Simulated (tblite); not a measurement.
Species: C6H11O2 (doublet state).
Bonds: C1–C2, C2–C3, C3–C4, C3–C5, C5–O6 (double), C5–O7, O7–C8. Hydrogens: H9, H10, H11 on C1; H12, H13 on C2; H14, H15, H16 on C4; H17, H18, H19 on C8.

The geometry is computed with GFN2-xTB (gas phase). This method treats the open shell by occupation alone, without spin polarisation.

Some entries are withheld. Bonds in one row agree within 0.01 Å.

| coordinate | value |
| --- | --- |
| C1–C2 | ? |
| C2–C3 | 1.484 Å |
| C3–C4 | 1.479 Å |
| C3–C5 | 1.433 Å |
| C5=O6 | ? |
| C5–O7 | ? |
| O7–C8 | 1.414 Å |
| C1–H9, C1–H10, C1–H11 | 1.087 Å |
| C2–H12, C2–H13 | 1.092 Å |
| C4–H14, C4–H15, C4–H16 | 1.091 Å |
| C8–H17, C8–H18, C8–H19 | 1.091 Å |
| C1–C2–C3 | 110.8° |
| C2–C3–C4 | 120.0° |
| C2–C3–C5 | 121.7° |
| C4–C3–C5 | 118.2° |
| C3–C5–O6 | ? |
| C3–C5–O7 | ? |
| O6–C5–O7 | 121.8° |
| C5–O7–C8 | ? |

Q: Fill in the missing values.

A: 
- C1–C2 = 1.538 Å, drawn single (ends: carbon bonded to C and 3 H; carbon bonded to 2 C and 2 H); 0.02 Å above the sum of covalent radii, 1.52 Å.
- C5=O6 = 1.222 Å, drawn double in one of several resonance forms (ends: carbon bonded to C and 2 O; oxygen bonded to C); 0.17 Å below the sum of covalent radii, 1.39 Å.
- C5–O7 = 1.364 Å, drawn single (ends: carbon bonded to C and 2 O; oxygen bonded to 2 C); 0.03 Å below the sum of covalent radii, 1.39 Å.
- C3–C5–O6 = 124.9°, at the carbon bonded to C and 2 O; the outer atoms are 2.356 Å apart.
- C3–C5–O7 = 113.3°, at the carbon bonded to C and 2 O; the outer atoms are 2.337 Å apart.
- C5–O7–C8 = 115.1°, at the oxygen bonded to 2 C; the outer atoms are 2.345 Å apart.

Radii are Cordero's, carbon taken as 0.76, 0.73 or 0.69 Å for four, three, and two or fewer neighbours.

Its GFN2-xTB frequencies are all real (lowest 46 cm⁻¹). Torsions: C1–C2–C3–C4 92°, C2–C3–C5–O6 178°, C3–C5–O7–C8 -179°. 3 starts were optimised and ended at 0.00, 0.01 and 0.12 kcal/mol (GFN2-xTB); the lowest of these is shown.

One conformer stands for the species.
